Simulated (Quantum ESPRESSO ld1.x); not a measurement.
All-electron atom: Tc in [Kr] 4d5 5s1 6p1 (not the ground configuration).

All-electron calculation, scalar-relativistic Kohn-Sham, PW91, spin-unpolarised, spherical densities, point nucleus. Program: ld1.x of Quantum ESPRESSO 7.5.

Energy parts (eV):
total: -116630.4
kinetic: 120429.5
electron-nucleus: -280861.8
Hartree: 47307.2
exchange-correlation: -3505.3

Orbitals (lengths in bohr, moments of r in powers of bohr; <r^-3> diverges for s and p1/2):
[
 {"orbital": "1s", "occ.": "2", "eigenvalue (eV)": "-20876.528", "<r^-3>": "-"},
 {"orbital": "2s", "occ.": "2", "eigenvalue (eV)": "-2982.640", "<r^-3>": "-"},
 {"orbital": "2p", "occ.": "6", "eigenvalue (eV)": "-2670.202", "<r^-3>": "2770"},
 {"orbital": "3s", "occ.": "2", "eigenvalue (eV)": "-523.428", "<r^-3>": "-"},
 {"orbital": "3p", "occ.": "6", "eigenvalue (eV)": "-420.858", "<r^-3>": "468.3"},
 {"orbital": "3d", "occ.": "10", "eigenvalue (eV)": "-254.786", "<r^-3>": "62.67"},
 {"orbital": "4s", "occ.": "2", "eigenvalue (eV)": "-78.224", "<r^-3>": "-"},
 {"orbital": "4p", "occ.": "6", "eigenvalue (eV)": "-50.193", "<r^-3>": "70.08"},
 {"orbital": "4d", "occ.": "5", "eigenvalue (eV)": "-11.373", "<r^-3>": "4.983"},
 {"orbital": "5s", "occ.": "1", "eigenvalue (eV)": "-8.759", "<r^-3>": "-"},
 {"orbital": "6p", "occ.": "1", "eigenvalue (eV)": "-1.022", "<r^-3>": "0.6346"}
]

The highest occupied level is 6p at -1.022 eV. The density falls to 0.001 e/bohr^3 at r = 4.24 bohr. Summed over all electrons, <r^2> = 183.7 bohr^2, which gives a Langevin (diamagnetic) susceptibility term of -145 x 10^-6 cm^3/mol.
